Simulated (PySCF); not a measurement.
Ga(H)(SH)2 (GaH₃S₂), SMILES [SH][GaH][SH].

The structure is a stationary point at PBE-D3(BJ)/def2-SVP. Other conformers were not sampled.

The numbers are results of PySCF with CAM-B3LYP/def2-TZVPD, not measurements.

Symmetry labels are those of the subgroup C2v that the program uses (full group C2v).

### Question
List the valence orbital energies around the gap with their symmetry. (The exact figures need the calculation; the answer reports its results.)

### Answer

| orbital | symmetry | energy (eV) |
|---|---|---|
| HOMO−7 | B2 | -21.60 |
| HOMO−6 | A1 | -14.35 |
| HOMO−5 | A1 | -12.98 |
| HOMO−4 | B2 | -12.49 |
| HOMO−3 | B2 | -10.16 |
| HOMO−2 | A1 | -10.07 |
| HOMO−1 | B1 | -9.49 |
| HOMO | A2 | -8.81 |
| LUMO | B1 | -0.41 |
| LUMO+1 | A1 | 0.12 |
| LUMO+2 | A1 | 0.34 |
| LUMO+3 | B2 | 0.60 |
